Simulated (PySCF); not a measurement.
Method: TPSSh-D3(BJ)/def2-TZVP // BP86-D3(BJ)/def2-SVP (PySCF). Isolated molecules, 0 K electronic values unless said otherwise. One relaxed conformer stands for a flexible species; it need not be the lowest. 

Reference species: [Mo(F)2(NH2)4] (neutral, multiplicity 1).

* **mean distance from the central atom to its bonded neighbours**: 1.955 Å
* **HOMO–LUMO gap**: 3.03 eV

Changed species: [Mo(F)5(NH2)] (1 of 6 F replaced by NH2; the reference has 4 of 6 F replaced by NH2).

### Question
Give the shifts of the mean distance from the central atom to its bonded neighbours and HOMO–LUMO gap.

### Answer
the mean distance from the central atom to its bonded neighbours falls by 0.081 Å, to 1.874 Å; the HOMO–LUMO gap rises by 0.18 eV, to 3.21 eV.
